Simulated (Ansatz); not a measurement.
Reaction (redistribution): `[SiH3][O][Mg][Cl]` + `C=C[SiH2]O[SiH3]` → `[SiH3][O][Mg][O][SiH3]` + `C=C[SiH2]Cl`

Isolated molecules relaxed with PBE0-D4/def2-TZVP in Ansatz; ΔE leaves out vibrations. CCSD(T)/CBS adds triple-zeta CCSD(T) − MP2 to the extrapolated MP2 energy (def2 sets, frozen cores). Functionals use def2-TZVPP. For Mg outer-core shells are correlated without core-valence functions, which leaves a few kJ/mol of doubt a bond. One conformer a species, not always the lowest.

| species | PBE-QIDH energy (Eh) |
| --- | --- |
| `[SiH3][O][Mg][Cl]` | -1026.34911 |
| `C=C[SiH2]O[SiH3]` | -734.75590 |
| `[SiH3][O][Mg][O][SiH3]` | -932.64540 |
| `C=C[SiH2]Cl` | -828.43818 |

Problem. Work out ΔE.

Solution. ΔE = (-932.64540) + (-828.43818) − (-1026.34911) − (-734.75590) = 0.02143 Eh = +13.4 kcal/mol. CCSD(T)/CBS gives +12.2 kcal/mol.

Largest T1 diagnostic among the species: 0.011.

The D4 term adds +1.0 kcal/mol with B3LYP and +0.6 kcal/mol with PBE0; it sums over pairs of atoms, weighted by their polarisabilities, and B3LYP, whose exchange is more repulsive, gets the larger term. In def2-TZVPP, CCSD(T) changes the Hartree–Fock value by −4.6 kcal/mol (the triples alone add −0.6 kcal/mol) and MP2 by −5.6 kcal/mol. Leaving LDA and LC-ωPBE aside and taking each functional with its dispersion term where it has one, the values, not all of them listed here, spread over 4.2 kcal/mol, from PBE-D4 to BHLYP-D4. LDA lies +1.1 kcal/mol from PBE without D4.

B3LYP here is the variant with VWN-RPA as its local correlation; programs differ in this.
